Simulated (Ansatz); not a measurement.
**Energy profile**

The step: AlH₃O₂ ([OH][AlH][OH]) + HF → AlH₂O₂F ([OH][Al]([OH])[F]) + H₂; bonds formed: H2–H5; dative contacts that become bonds: Al1–F6; bonds broken: Al1–H2, H5–F6 (atoms numbered as in the saddle structure below).

```tsv
atom	x (Å)	y (Å)	z (Å)
Al1	-0.1861	-0.1237	-0.1881
H2	1.2576	-0.8393	0.2858
O3	-0.2549	0.5773	-1.7183
O4	-1.6138	-0.7297	0.4693
H5	1.2845	0.2682	0.9552
F6	0.6971	1.0989	1.0811
H7	0.4930	0.9403	-2.1859
H8	-1.6773	-1.1921	1.3009
```

Electronic energies by CCSD(T) at an estimated basis limit (MP2 extrapolated from triple and quadruple zeta, plus CCSD(T) − MP2 in triple zeta), on PBE0-D4/def2-TZVP structures; AlH4O2F, closed shell; no counterpoise correction. Program: Ansatz 0.2.0. Basis: def2-TZVPP and def2-QZVPP. Cores are frozen in the correlated methods. Extrapolation: Hartree–Fock as exp(−7.88 √X), correlation as X^−2.97.

(1) Give the profile in eV, counted from the separated reactants. (An estimate is asked for; the value comes from the calculation.)

T1 diagnostic: at most 0.013.

Answers

(1) By the calculation:
```json
{"point": "separated: AlH3O2 (linked as [OH][AlH][OH]; Al1, H2, O3, O4, H7, H8; singlet) + HF (H5, F6; singlet)", "eV": "0.000"}
{"point": "start structure", "eV": "-0.304"}
{"point": "saddle", "eV": "-0.173"}
{"point": "end structure", "eV": "-1.792"}
{"point": "separated: AlH2O2F (linked as [OH][Al]([OH])[F]; Al1, O3, O4, F6, H7, H8; singlet) + H2 (H2, H5; singlet)", "eV": "-1.691"}
```
The saddle lies below the separated reactants: the barrier is submerged.

For scale, one of the runs: CCSD(T)/def2-TZVPP, 191 basis functions, launched by `ansatz run in.yaml --threads 2 --pin off --events-out ev --progress --plain --max-ram 4352MiB`. Time: 46 s of wall clock on 2 CPU threads of an Intel Xeon Platinum 8488C; the host was shared. Peak host memory: 2.2 GiB.
